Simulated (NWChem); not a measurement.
Molecule: GaH3SO2; SMILES [OH][Ga]([OH])[SH]

```xyz
7

Ga    -0.0133     0.3048     0.0000
O     -1.5434     1.2109     0.0000
H     -1.4611     2.1693     0.0000
O      1.5903     1.0814     0.0000
H      1.5904     2.0436     0.0000
S     -0.0848    -1.8772     0.0000
H      1.2651    -1.9628     0.0000
```
Atoms are numbered in this order, from 1.

Structure relaxed at the PBE0/def2-SVP level.

Symmetry labels are those of Cs in the frame above (b1 and b2, or b-type labels, depend on it).

Task: List the 4 lowest vertical singlet excitations from B3LYP/def2-SVPD, TDA (NWChem).

Result: 
```json
[
 {"state": "S1", "energy (eV)": "5.04", "oscillator strength": "0.014", "symmetry": "a\"", "leading excitation (squared amplitude)": "HOMO → LUMO (0.98)"},
 {"state": "S2", "energy (eV)": "6.10", "oscillator strength": "0.000", "symmetry": "a\"", "leading excitation (squared amplitude)": "HOMO−1 → LUMO (0.98)"},
 {"state": "S3", "energy (eV)": "6.33", "oscillator strength": "0.009", "symmetry": "a'", "leading excitation (squared amplitude)": "HOMO → LUMO+1 (0.73)"},
 {"state": "S4", "energy (eV)": "6.39", "oscillator strength": "0.006", "symmetry": "a\"", "leading excitation (squared amplitude)": "HOMO → LUMO+2 (0.92)"}
]
```
